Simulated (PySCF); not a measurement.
# Correlation energy of Sr (strontium, neutral)

[Kr] 5s1 6s1, high-spin 3S determinant (an excited configuration). Calculation: PySCF 2.14, in aug-cc-pwCVTZ-X2C with one added diffuse shell each of s, p, d, f type (11s10p8d4f, 109 functions); scalar relativity by spin-free X2C-1e. Frozen: [Kr]; 2 electrons correlated.

With two correlated electrons CCSD is exact within the correlated space (frozen core and kept virtual orbitals).

```tsv
level	correlation energy (mhartree)
CCSD	-4.45
```

Diagnostics: T1 = 0.028, D1 = 0.0552, largest double amplitude 0.058.

Question: Is a single reference adequate?

Answer: Yes, within this model without spin-orbit coupling: T1 lies below 0.03 and no double amplitude reaches 0.07.
